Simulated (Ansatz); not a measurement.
Reaction (ligand exchange at a Ti–Se bond): `[Cl][Ti]([Cl])([Cl])[SeH]` + `C[SeH]` → `C[Se][Ti]([Cl])([Cl])[Cl]` + H₂Se

Isolated molecules relaxed with PBE0-D4/def2-TZVP in Ansatz; ΔE leaves out vibrations. CCSD(T)/CBS adds triple-zeta CCSD(T) − MP2 to the extrapolated MP2 energy (def2 sets, frozen cores). Functionals use def2-TZVPP. For Se, Ti outer-core shells are correlated without core-valence functions, which leaves a few kJ/mol of doubt a bond. Scalar relativity is left out up to krypton. One conformer a species, not always the lowest.

Is it downhill or uphill in electronic energy at CCSD(T)/CBS, and by how much? (An estimate is asked.)

Ansatz gave: Downhill: ΔE = -2.6 kcal/mol.

What do these levels give: LDA (SPW92), revPBE-D4, CAM-B3LYP-D4, ωB97X-V, B2PLYP, PBE, r2SCAN, PBE0, CAM-B3LYP, LC-ωPBE, CCSD(T)/def2-SVP, CCSD/def2-TZVPP? (An estimate is asked.)

Ansatz gave: LDA (SPW92) -2.1, revPBE-D4 -2.5, CAM-B3LYP-D4 -1.7, ωB97X-V -1.5, B2PLYP -1.9, PBE -1.3, r2SCAN -1.7, PBE0 -1.0, CAM-B3LYP -0.7, LC-ωPBE -0.6, CCSD(T)/def2-SVP -3.7, CCSD/def2-TZVPP -1.7 kcal/mol.

Largest T1 diagnostic among the species: 0.025, so the coupled-cluster value is less sure than usual.

At CCSD(T), def2-SVP lies −1.1 kcal/mol from the extrapolated value and def2-TZVPP +0.1 kcal/mol. In def2-TZVPP, CCSD(T) changes the Hartree–Fock value by −2.8 kcal/mol (the triples alone add −0.7 kcal/mol) and MP2 by −3.4 kcal/mol.
